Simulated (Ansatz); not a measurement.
A run for Ansatz (a program for electronic structure): R-CCSD(T)/aug-cc-pV(T+d)Z on CClF (SMILES F[C]Cl), atoms moved off the minimum. Files ending in .json are basis or fitting sets from the Basis Set Exchange.

Ansatz 0.2 input:
```yaml
crystal:
  periodic: [false, false, false]
  atoms:
    - {symbol: F, position_ang: [-1.38544570, -0.27312074, 0.05516606]}
    - {symbol: C, position_ang: [-0.62365565, 0.66539435, 0.05576261]}
    - {symbol: Cl, position_ang: [1.02338613, -0.11743589, -0.06527875]}
basis:
  gaussian:
    orbitals: aug-cc-pV_T+d_Z.json
magnetization: {spin_polarized: false}
correlation: {method: ccsd_t, electrons: outside_noble_gas}
scf: {lower_state_search: off}
output: {forces: true}
```

It printed:

```
Functional definition: HF
[...]
these checks for a lower state are left out or cut short: starts, cluster_reference, orbital_swaps, neighbouring_geometries, increment
integrals: 0.33 GiB planned
901 factors; integrals over basis functions are off by at most 9.4e-4 eV
mean field: 0.31 GiB planned
mean field evaluation 1: about -16237.7482 eV, gradient 2.3e1 eV
mean field evaluation 2: about -16237.7500 eV, gradient 2.3e1 eV
mean field evaluation 4: about -16239.0288 eV, gradient 2.7e0 eV
mean field evaluation 8: about -16239.0841 eV, gradient 1.7e-1 eV
mean field -16239.08432896 eV, -596.7753418426 hartree, gradient 1.8e-6 eV, S^2 0.000000; 0 other end points of the search recorded, 0 dependent functions left out; unrestricted orbitals would lower it
7 core orbitals not correlated
reference -16239.08432896 eV, -596.7753418426 hartree; 9, 9 occupied and 131, 131 virtual orbitals, 901 factors
densities: 1.50 GiB planned
second order -15.87002960 eV of doubles, -0.00000000 eV of singles
coupled cluster: 0.90 GiB planned
cycle   1  -15.97899477 eV  change   -1.1e-1 eV  update   1.0e-1
cycle   2  -16.38866769 eV  change   -4.1e-1 eV  update   3.4e-2
cycle   3  -16.51357831 eV  change   -1.2e-1 eV  update   2.0e-2
cycle   4  -16.49340784 eV  change    2.0e-2 eV  update   5.8e-3
cycle   5  -16.49270806 eV  change    7.0e-4 eV  update   2.7e-3
cycle   6  -16.49425204 eV  change   -1.5e-3 eV  update   9.6e-4
cycle   7  -16.49383157 eV  change    4.2e-4 eV  update   5.1e-4
cycle   8  -16.49375378 eV  change    7.8e-5 eV  update   1.7e-4
cycle   9  -16.49382755 eV  change   -7.4e-5 eV  update   7.8e-5
cycle  10  -16.49376905 eV  change    5.8e-5 eV  update   2.4e-5
cycle  11  -16.49377941 eV  change   -1.0e-5 eV  update   1.1e-5
cycle  12  -16.49378684 eV  change   -7.4e-6 eV  update   3.2e-6
perturbative correction -0.74462147 eV, -0.0273643341 hartree
the calculation of the forces begins
mean field evaluation 16: about -16239.0828 eV, gradient 8.8e-2 eV
Total energy: -16256.32273727 eV, -597.4088416634 hartree
Atom 0 at    -1.385446    -0.273121     0.055166 Å, force    -3.413728    -3.286926     0.037295 eV/Å
Atom 1 at    -0.623656     0.665394     0.055763 Å, force     3.529169     2.807124    -0.064265 eV/Å
Atom 2 at     1.023386    -0.117436    -0.065279 Å, force    -0.115441     0.479803     0.026970 eV/Å
Dipole moment:    -0.177041    -0.139725     0.003271 e Å
Checks for a lower state left out: starts, cluster_reference, orbital_swaps, neighbouring_geometries, increment
```

The run converged.

Cost: very roughly 3 core-minutes.
